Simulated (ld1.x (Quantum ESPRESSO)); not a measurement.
An all-electron radial function and its pseudo partner (Cd (Z = 48))

Columns: radius, all-electron u(r) and pseudo u(r) of the 5s shell (level -13.46 eV) of cadmium in the configuration [Ar] 3d10 4s2 4p6 4d10 5s1 5p0; LDA (PZ), scalar-relativistic, ultrasoft scheme, ld1.x (Quantum ESPRESSO) 7.5.

| r (bohr) | all-electron | pseudo |
| --- | --- | --- |
| 0.138 | -0.0433 | 0.0856 |
| 0.275 | 0.2093 | 0.1692 |
| 0.413 | 0.0003 | 0.2506 |
| 0.550 | -0.2431 | 0.3275 |
| 0.688 | -0.3273 | 0.3997 |
| 0.825 | -0.2654 | 0.4653 |
| 0.963 | -0.1222 | 0.5245 |
| 1.100 | 0.0467 | 0.5758 |
| 1.238 | 0.2115 | 0.6196 |
| 1.375 | 0.3543 | 0.6553 |
| 1.513 | 0.4712 | 0.6832 |
| 1.650 | 0.5602 | 0.7032 |
| 1.788 | 0.6248 | 0.7159 |
| 1.925 | 0.6672 | 0.7217 |
| 2.062 | 0.6911 | 0.7210 |
| 2.200 | 0.7000 | 0.7143 |
| 2.338 | 0.6967 | 0.7022 |
| 2.475 | 0.6838 | 0.6852 |
| 2.613 | 0.6634 | 0.6635 |
| 2.750 | 0.6377 | 0.6377 |
| 2.888 | 0.6080 | 0.6080 |
| 3.025 | 0.5759 | 0.5759 |
| 3.162 | 0.5423 | 0.5423 |
| 3.300 | 0.5077 | 0.5077 |
| 3.438 | 0.4732 | 0.4732 |
| 3.575 | 0.4394 | 0.4394 |

Q: How many radial nodes do the two functions have?

A: The all-electron 5s function has n − l − 1 = 4 (the table is too coarse to show those close to the nucleus); the pseudo-wave has 0, since the states of the same l below it are removed with the core.

Q: At about which radius was the pseudo-wave matched?

A: 2.75 bohr, where the columns begin to agree (steps of 0.14 bohr).

Q: Where does each function peak?

A: Outermost all-electron maximum near 2.20 bohr, pseudo maximum near 1.93 bohr (to the table’s step).

Q: Is the pseudo-wave norm-conserving?

A: No, it belongs to an ultrasoft set: the norm inside the radius is not constrained, and the difference is carried by the augmentation charge.
